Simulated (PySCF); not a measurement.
Vertical excitations of a molecule C8H5FOS from TDA-B3LYP/def2-SVP (PySCF), as energy in eV (oscillator strength): 4.45 (0.644), 5.25 (0.000), 5.29 (0.069), 5.59 (0.085), 6.01 (0.033), 6.29 (0.000), 6.59 (0.015), 6.74 (0.000), 6.84 (0.078), 6.87 (0.002). Lowest triplet (TDA): 2.71 eV. The structure is a stationary point at B3LYP-D3(BJ)/def2-SVP. Other conformers were not sampled.

Which molecule gave these data?
(A) Oc1csc2ccc(F)cc12
(B) Oc1ccc2ccsc2c1F
(C) Oc1ccc(F)c2ccsc12
(D) Fc1ccsc1-c1ccco1

D, Fc1ccsc1-c1ccco1
